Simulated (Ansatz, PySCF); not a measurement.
Reaction (SMILES): [SiH3][SiH](Cl)Cl → [SiH3][Si](Cl)Cl + H atom (the H-Si bond at the site shown breaks; other sites are not compared here)
Geometries: B3LYP-D3(BJ)/def2-TZVP minima from Ansatz (a program for electronic structure).

Property: bond dissociation energy (enthalpy at 298 K, with B3LYP-D3(BJ) rigid-rotor harmonic-oscillator terms from PySCF), in eV. Correlated levels leave the core frozen unless marked. Open shells are spin-unrestricted. No spin-orbit coupling. No relativistic terms. CBS(X,Y): correlation extrapolated as X^-3; Hartree-Fock from the larger set.

Level to compare with: CCSD(T)/CBS(aug-cc-pV(T+d)Z,aug-cc-pV(Q+d)Z) (Ansatz), 3.86 eV. It is a level with limits of its own, and the differences hold the functionals' basis error too.

**Question.** Rank these functionals by how close they come to CCSD(T)/CBS(aug-cc-pV(T+d)Z,aug-cc-pV(Q+d)Z), closest first: BHLYP/def2-TZVPD (Ansatz); wB97M-V/def2-TZVPD (Ansatz); B3LYP/def2-TZVPD (Ansatz).

**Answer.** wB97M-V/def2-TZVPD (range-separated hybrid meta-GGA with VV10, 3.82 eV, difference -0.04), BHLYP/def2-TZVPD (global hybrid, 3.76 eV, difference -0.10), B3LYP/def2-TZVPD (global hybrid, 3.68 eV, difference -0.18)
